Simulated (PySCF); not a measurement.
O, triplet.

Here is a job for PySCF.
```python
from pyscf import gto, scf

mol = gto.Mole()
mol.atom = '''
    O     0.000000    0.000000    0.000000
'''
mol.basis = 'cc-pvtz'
mol.charge = 0
mol.spin = 2
mol.verbose = 4
mol.build()

mf = scf.UHF(mol)
mf.kernel()
```

Task: What does this run give for the number of basis functions, HOMO energy, dipole moment, total energy, <S^2>?

Result: 
```json
{
 "number_of_basis_functions": "30",
 "HOMO energy": "-14.15 eV",
 "dipole_moment": "0.00 D",
 "total_energy": "-74.8118 Eh",
 "<S^2>": "2.007"
}
```

These values belong to the state on which the SCF converged, which isn't shown to be the lowest.
